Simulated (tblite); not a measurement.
Compound: C5H9F3N (doublet state).
Bonds: C1–C2, C2–C3, C3–N4, N4–C5, C5–C6, C6–F7, C6–F8, C6–F9. Hydrogens: H10, H11, H12 on C1; H13, H14 on C2; H15, H16 on C3; H17, H18 on C5.

Computed geometry: GFN2-xTB, gas phase. This method treats the open shell by occupation alone, without spin polarisation.

Task: Give the optimised bond lengths and angles.

Result: 
| bond | length (pm) | order |
| --- | --- | --- |
| C1–C2 | 152.2 | single |
| C2–C3 | 153.2 | single |
| C3–N4 | 140.0 | single |
| N4–C5 | 140.8 | single |
| C5–C6 | 153.8 | single |
| C6–F7 | 134.3 | single |
| C6–F8, C6–F9 | 133.5 | single |
| C1–H10, C1–H11, C1–H12 | 108.8 | single |
| C2–H13, C2–H14 | 109.0 | single |
| C3–H15, C3–H16 | 110.5 | single |
| C5–H17 | 110.5 | single |
| C5–H18 | 109.5 | single |

Bonds in one row agree within 1 pm and their mean is given. Orders are formal, as drawn. A selection of angles:
| angle | degrees |
| --- | --- |
| C1–C2–C3 | 111.5 |
| C2–C3–N4 | 111.0 |
| C3–N4–C5 | 117.5 |
| N4–C5–C6 | 111.0 |
| C5–C6–F7 | 110.8 |
| C5–C6–F9 | 113.1 |
| F7–C6–F8 | 106.4 |
| F7–C6–F9 | 106.9 |

Dihedral angles: C1–C2–C3–N4 -175° (antiperiplanar); C2–C3–N4–C5 -149° (anticlinal); C3–N4–C5–C6 90°; N4–C5–C6–F7 178° (antiperiplanar). The mirror-image conformer, all signs reversed, is as good.

Of the pairs four or more bonds apart, F8···H15 is among the closest relative to their van der Waals radii: 2.56 Å, 96 % of the sum of Bondi's values.

Point group: C1 (no symmetry element, even within 0.4 Å). GFN2-xTB frequencies show an imaginary mode (29i cm⁻¹), so the point is no minimum at that level.
